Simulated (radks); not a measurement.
Results of a calculation; reference values are marked as such.
Q: Successive ionisation energies (eV) of one element, from differences of total energies of ions in their ground configurations, starting at charge 3: 46.599, 68.544, 112.96, 114.52, 135.53, 145.58, 174.62, 192.56, 218.37, 249.50, 295.36, 321.80, 334.04, 369.19, 405.47, 456.40, 496.23, 537.19, 579.21, 622.28, 666.30, 711.29. Level of theory: scalar-relativistic Kohn-Sham, SCAN, spin-polarised, spherical densities, finite nucleus; open shells are filled with parallel spins first (spin-orbit coupling, left out, can overturn this in heavy ions); meta-GGA in the generalised Kohn-Sham scheme; Fermi nuclear charge, rms radius 5.37 fm (a radial shooting solver on a logarithmic mesh with Libxc functionals). Which element is it?

A: Lutetium (Z = 71). The first species listed is Lu3+ in [Xe] 4f14, the last Lu24+ in [Kr] 4d10 4f1.
